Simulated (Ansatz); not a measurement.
`[Cl][Sn]([Cl])([Cl])[Br]` and `[Cl][Sn]([Cl])([Cl])[I]` differ in one atom or group.

Ansatz, PBE0-D4/def2-TZVP geometries, multiplicity 1. 

Elements past krypton have def2 core potentials. Scalar relativity is left out up to krypton. Spin–orbit coupling is left out; it splits and shifts lone-pair levels of the heavy atoms by tenths of an eV.

```csv
property,`[Cl][Sn]([Cl])([Cl])[Br]`
HOMO energy (B3LYP/def2-TZVPP) / eV,-9.01
"ideal-gas entropy at 298 K and 1 bar (rigid rotor, harmonic PBE0-D4/def2-TZVP) / J/(mol·K)",391
HOMO–LUMO gap (B3LYP/def2-TZVPP) / eV,5.47
HOMO energy (ωB97M-V/def2-TZVPP) / eV,-11.53
LUMO energy (PBE/def2-TZVPP) / eV,-4.11
HOMO energy (PBE/def2-TZVPP) / eV,-7.95
```

Question: What does the change do to each property? (Best estimate.)

Answer: Computed: 
```
                                                                                  property  `[Cl][Sn]([Cl])([Cl])[I]`  shift
                                                       HOMO energy (B3LYP/def2-TZVPP) / eV                      -8.30   0.71
ideal-gas entropy at 298 K and 1 bar (rigid rotor, harmonic PBE0-D4/def2-TZVP) / J/(mol·K)                        399      8
                                                     HOMO–LUMO gap (B3LYP/def2-TZVPP) / eV                       4.69  -0.78
                                                     HOMO energy (ωB97M-V/def2-TZVPP) / eV                     -10.71   0.82
                                                         LUMO energy (PBE/def2-TZVPP) / eV                      -4.15  -0.04
                                                         HOMO energy (PBE/def2-TZVPP) / eV                      -7.38   0.57
```

With PBE0 the HOMO rises by 0.73 eV and the LUMO falls by 0.09 eV, so the gap narrows by about 0.82 eV. PBE moves the HOMO by 0.57 eV and ωB97M-V by 0.82 eV.

B3LYP here is the variant with VWN-RPA as its local correlation; programs differ in this.
